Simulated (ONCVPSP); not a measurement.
## Which change was made? (S, ONCV)

S, optimised norm-conserving Vanderbilt (ONCV), made with ONCVPSP 4.0.1 (PBE, scalar-relativistic). Core [He], reference 2s2 2p6 3s1 3p5. Waves: 2s+3s: rc 0.80 bohr, ncon 5, nbas 9, qcut 15.1 1/bohr, 2 projectors; 2p+3p: rc 0.65 bohr, ncon 4, nbas 8, qcut 27 1/bohr, 2 projectors; d scattering state at 0.23 Ha: rc 0.80 bohr, ncon 4, nbas 8, qcut 13.2 1/bohr, 2 projectors, debl 1.5 Ha. Local part: polynomial inside 0.65 bohr (lpopt 5, dvloc0 2 Ha). Core correction: Teter function, fcfact 2.75, rcfact 1.4.

Cutoffs, loose and tight: the cutoffs (Ha) at which the residual kinetic energy of the hardest occupied pseudo-wave falls to 1 and 0.1 mHa per electron. They do not see the model core or the augmentation charge, which bear on the density cutoff. Test errors are all-electron minus pseudo excitation energies from the reference, over the configurations 2s2 2p6 3s2 3p4; 2s2 2p6 3s2 3p3; 2s2 2p6 3s2 3p2; 2s2 2p6 3s1 3p4; variants that change the core or the reference have their own tests.

The base gives: outcome: generated; cutoff, loose: 229 Ha; cutoff, tight: 264 Ha; bound ghosts: none; GHOST(+) flags above zero: none; largest test error (meV): +6.8.

(1) After one change the result is: outcome: generated; cutoff, loose: 176 Ha; cutoff, tight: 208 Ha; bound ghosts: none; GHOST(+) flags above zero: none; largest test error (meV): +7.0. Which change was it?
A. all radii but the core radius scaled by about 1.28 (s 1.02, p 0.84, d 1.02 bohr); local potential polynomial inside 0.84 bohr (lpopt 5, dvloc0 2 Ha)
B. reference 2s2 2p6 3s2 3p4
C. core [Ne], valence charge 6; reference 3s2 3p3; waves now 3s: rc 1.30 bohr, ncon 4, nbas 9, qcut 5.6 1/bohr, 2 projectors, debl 3.4 Ha; 3p: rc 1.40 bohr, ncon 4, nbas 8, qcut 5.6 1/bohr, 3 projectors, debl 0.6 Ha; d scattering state at 0.25 Ha: rc 1.15 bohr, ncon 4, nbas 7, qcut 9.7 1/bohr, 1 projector; local potential polynomial inside 1.10 bohr (lpopt 5, dvloc0 0 Ha)

Answers

(1) A. The others give: core [Ne], valence charge 6; reference 3s2 3p3; waves now 3s: rc 1.30 bohr, ncon 4, nbas 9, qcut 5.6 1/bohr, 2 projectors, debl 3.4 Ha; 3p: rc 1.40 bohr, ncon 4, nbas 8, qcut 5.6 1/bohr, 3 projectors, debl 0.6 Ha; d scattering state at 0.25 Ha: rc 1.15 bohr, ncon 4, nbas 7, qcut 9.7 1/bohr, 1 projector; local potential polynomial inside 1.10 bohr (lpopt 5, dvloc0 0 Ha) → outcome: generated, projector energies reset by the program; cutoff, loose: 13 Ha; cutoff, tight: 17 Ha; bound ghosts: p; GHOST(+) flags above zero: s, p; largest test error (meV): +77 | reference 2s2 2p6 3s2 3p4 → outcome: generated; cutoff, loose: 229 Ha; cutoff, tight: 264 Ha; bound ghosts: none; GHOST(+) flags above zero: none; largest test error (meV): +160.
